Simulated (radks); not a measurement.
Question: The table gives one normalised radial function P(r) = r R(r) (large component) of W20+ in [Kr] 4d10 4f8 (r in bohr). All-electron calculation, Dirac Kohn-Sham, LB94 model potential, spin-unpolarised, spherical densities, finite nucleus; open shells fill j = l - 1/2 first; Fermi nuclear charge, rms radius 5.3658 fm. Program: a radial shooting solver on a logarithmic mesh with Libxc functionals.

r	P
0.001429	0.0000
0.002081	0.0000
0.003006	0.0000
0.004378	0.0000
0.006326	0.0000
0.009213	0.0001
0.01342	0.0003
0.01939	0.0012
0.02824	0.0046
0.0408	0.0156
0.05942	0.0505
0.08585	0.1433
0.125	0.3603
0.1821	0.7499
0.2631	1.2126
0.3832	1.4705
0.5537	1.2704
0.8064	0.7065
1.165	0.2101
1.697	0.0224

Which n and l does it have? It may be an empty orbital.

Answer: n = 4, l = 3: the number of nodes gives n - l - 1 = 0, the rise at small r points to l (for j = l - 1/2 the large component starts outside the nucleus as r^gamma with gamma = sqrt(l^2 - (Z/c)^2) = 2.95 and the r^(l+1) term takes over further out; the orbital of l - 1 with the same j starts with the same power, but with a larger coefficient, and does not steepen), and the extent must fit the shell. The curve is that of 4f5/2; the two j differ most near the nucleus, where j = l - 1/2 has the larger amplitude, and in heavy atoms j = l - 1/2 is also the more compact. 4f5/2: eigenvalue -547.88 eV, 0 radial nodes, <r> = 0.492 bohr, 90 % of the charge inside 0.765 bohr.
